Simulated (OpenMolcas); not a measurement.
Dy4+: input and output

Input:

```
&GATEWAY
Coord
1

Dy 0.0 0.0 0.0
Basis=ANO-R3
Group=XYZ
NoMove
AngMom=0.0 0.0 0.0
AMFI
&SEWARD
* reference wave functions (RASSCF and RASSI steps not shown): 8 electrons in 7 orbitals (4f)
>>> COPY JOB001 $Project.JobIph
&CASPT2
Multistate=7 1 2 3 4 5 6 7
NoMult
Frozen=14 9
IPEA=0.4
Shift=0.5
MaxIter=60
WThr=0.0 0.3 0.05
PrWF=0.5
NoMix
>>> COPY JOB002 $Project.JobIph
&CASPT2
Multistate=31 1 2 3 4 5 6 7 8 9 10 11 12 13 14 15 16 17 18 19 20 21 22
23 24 25 26 27 28 29 30 31
NoMult
Frozen=14 9
IPEA=0.4
Shift=0.5
MaxIter=60
WThr=0.0 0.3 0.05
PrWF=0.5
NoMix
```

Launched by
```bash
OMP_NUM_THREADS=1 MOLCAS_MEM=2252 MOLCAS_PROJECT=a pymolcas a.inp > a.log  # once for each step of the input, in one work folder
```

Output, cut to the results:

```
--- CASPT2 ---
Orbital specifications:
      -----------------------

      Symmetry species                           1   2
                                                ag  au
      Frozen orbitals                           14   9
      Inactive orbitals                          1   3
      Active orbitals                            0   7
      Secondary orbitals                        46  62
      Deleted orbitals                           0   0
      Number of basis functions                 61  81
Type of calculation                        SS-CASPT2
      Fock operator                              state-specific
      IPEA shift                                 0.40
      Real shift                                 0.50
      Imaginary shift                            0.00
      The input orbitals will be transformed to quasi-canonical
Reference energy:      -12149.7800950628
      E2 (Non-variational):      -0.6143366358
      Shift correction:          -0.0358349877
      E2 (Variational):          -0.6501716235
      Total energy:          -12150.4302666863
      Residual norm:              0.0000002579
      Reference weight:           0.93312
      Contributions to the CASPT2 correlation energy
      Active & Virtual Only:         -0.2052583990
      One Inactive Excited:          -0.2358182196
      Two Inactive Excited:          -0.1732600172
Reference energy:      -12149.7800950628
      E2 (Non-variational):      -0.6143114807
      Shift correction:          -0.0358156275
      E2 (Variational):          -0.6501271082
      Total energy:          -12150.4302221710
      Residual norm:              0.0000002012
      Reference weight:           0.93316
      Contributions to the CASPT2 correlation energy
      Active & Virtual Only:         -0.2052548633
      One Inactive Excited:          -0.2357818100
      Two Inactive Excited:          -0.1732748073
::    CASPT2 Root  1     Total energy: -12150.43026669
::    CASPT2 Root  2     Total energy: -12150.43022217
::    CASPT2 Root  3     Total energy: -12150.43020292
::    CASPT2 Root  4     Total energy: -12150.43019996
::    CASPT2 Root  5     Total energy: -12150.43022480
::    CASPT2 Root  6     Total energy: -12150.43011646
::    CASPT2 Root  7     Total energy: -12150.43023706
--- CASPT2 ---
Orbital specifications:
      -----------------------

      Symmetry species                           1   2
                                                ag  au
      Frozen orbitals                           14   9
      Inactive orbitals                          1   3
      Active orbitals                            0   7
      Secondary orbitals                        46  62
      Deleted orbitals                           0   0
      Number of basis functions                 61  81
Type of calculation                        SS-CASPT2
      Fock operator                              state-specific
      IPEA shift                                 0.40
      Real shift                                 0.50
      Imaginary shift                            0.00
      The input orbitals will be transformed to quasi-canonical
Reference energy:      -12149.6525458170
      E2 (Non-variational):      -0.6214989250
      Shift correction:          -0.0359418104
      E2 (Variational):          -0.6574407354
      Total energy:          -12150.3099865524
      Residual norm:              0.0000002129
      Reference weight:           0.93294
      Contributions to the CASPT2 correlation energy
      Active & Virtual Only:         -0.2141962664
      One Inactive Excited:          -0.2332654949
      Two Inactive Excited:          -0.1740371636
Reference energy:      -12149.6525458170
      E2 (Non-variational):      -0.6215659079
      Shift correction:          -0.0359499171
      E2 (Variational):          -0.6575158250
      Total energy:          -12150.3100616420
      Residual norm:              0.0000002105
      Reference weight:           0.93292
      Contributions to the CASPT2 correlation energy
      Active & Virtual Only:         -0.2142242063
      One Inactive Excited:          -0.2333012626
      Two Inactive Excited:          -0.1740404390
::    CASPT2 Root  1     Total energy: -12150.30998655
::    CASPT2 Root  2     Total energy: -12150.31006164
::    CASPT2 Root  3     Total energy: -12150.31002959
::    CASPT2 Root  4     Total energy: -12150.31012738
::    CASPT2 Root  5     Total energy: -12150.31004808
::    CASPT2 Root  6     Total energy: -12150.28265859
::    CASPT2 Root  7     Total energy: -12150.28264995
::    CASPT2 Root  8     Total energy: -12150.28254309
::    CASPT2 Root  9     Total energy: -12150.28254808
::    CASPT2 Root 10     Total energy: -12150.28254653
::    CASPT2 Root 11     Total energy: -12150.28251987
::    CASPT2 Root 12     Total energy: -12150.28234834
::    CASPT2 Root 13     Total energy: -12150.28249990
::    CASPT2 Root 14     Total energy: -12150.28249983
::    CASPT2 Root 15     Total energy: -12150.28254779
::    CASPT2 Root 16     Total energy: -12150.28245976
::    CASPT2 Root 17     Total energy: -12150.28244672
::    CASPT2 Root 18     Total energy: -12150.28237539
::    CASPT2 Root 19     Total energy: -12150.28243009
::    CASPT2 Root 20     Total energy: -12150.28264504
::    CASPT2 Root 21     Total energy: -12150.28278335
::    CASPT2 Root 22     Total energy: -12150.28236000
::    CASPT2 Root 23     Total energy: -12150.28594278
::    CASPT2 Root 24     Total energy: -12150.28603471
::    CASPT2 Root 25     Total energy: -12150.28608132
::    CASPT2 Root 26     Total energy: -12150.28631393
::    CASPT2 Root 27     Total energy: -12150.28609920
::    CASPT2 Root 28     Total energy: -12150.28607372
::    CASPT2 Root 29     Total energy: -12150.28614258
::    CASPT2 Root 30     Total energy: -12150.28614420
```

Levels above the lowest, from the spin-orbit matrix with the single-state CASPT2 energies, averaged by term, on its diagonal:

```tsv
Configuration	Term	J	E (cm⁻¹)	g	Term weight %
4f⁸	⁷F	6	0.0	1.495	96
4f⁸	⁷F	5	2770	1.496	98
4f⁸	⁷F	4	4510	1.498	97
4f⁸	⁷F	3	5730	1.499	96
4f⁸	⁷F	2	6560	1.500	96
4f⁸	⁷F	1	7070	1.501	96
4f⁸	⁷F	0	7310		96
4f⁸	⁵D	4	25050	1.501	98
```

CASPT2 breaks the degeneracy within a term, and the mean is taken; among the terms shown or strongly mixed into the levels shown the widest spread is 33 cm-1 (4f⁸ ⁷F). High states are left out of the spin-orbit mixing, which shifts the levels that they would mix with. Terms from blocks run as CI alone lack orbitals of their own. Only configurations of the active space appear. The first state left out of the spin-orbit step lies near 39000 cm-1 above the lowest spin-free state of the reference (among the parities and spins computed), and the list stops at four fifths of that energy or lower.

The CASPT2 steps took 64 s on 1 thread of Arm Neoverse V1, on a shared host; the integral step is not counted.

The term weight is that of the spin-free term in the level, not the purity of its configuration.
